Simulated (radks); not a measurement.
Q: Hf+, 71 electrons, occupied as [Xe] 4f13.5 5d0.5 6s2 6p1 (fractional occupations, a model configuration). All-electron calculation, Dirac Kohn-Sham, PBEsol, spin-unpolarised, spherical densities, finite nucleus; open shells are shared between the two j in proportion to 2j + 1; Fermi nuclear charge, rms radius 5.347 fm. Program: a radial shooting solver on a logarithmic mesh with Libxc functionals. Some entries of the table are withheld. Estimate them.

orbital      occ.  eigenvalue (eV)  <r^2> (bohr^2)
1s1/2           2        -65171.39       0.0004955
2s1/2           2        -11154.53        0.007588
2p1/2           2        -10657.30        0.005435
2p3/2           4        -9466.250        0.006641
3s1/2           2        -2555.730         0.04972
3p1/2           2        -2334.678         0.04573
3p3/2           4        -2079.482         0.05240
3d3/2           4        -1704.153             (1)
3d5/2           6        -1648.477             (2)
4s1/2           2        -529.1355          0.2476
4p1/2           2        -438.4908          0.2564
4p3/2           4        -379.8989          0.2929
4d3/2           4        -230.6405          0.3233
4d5/2           6        -219.8907          0.3373
5s1/2           2         -82.5960             (3)
5p1/2           2         -56.3539           1.736
5p3/2           4         -48.0804           2.029
4f5/2     5.78571         -35.4346          0.5466
4f7/2     7.71429         -33.6443          0.5664
5d3/2         0.2         -14.8045           4.443
5d5/2         0.3         -14.0982           4.714
6s1/2           2         -13.9067           9.745
6p1/2    0.333333          -8.9270           14.22
6p3/2    0.666667          -8.0458           16.26

A: 
(1) 3d3/2 <r^2> (bohr^2): 0.04082
(2) 3d5/2 <r^2> (bohr^2): 0.04265
(3) 5s1/2 <r^2> (bohr^2): 1.413
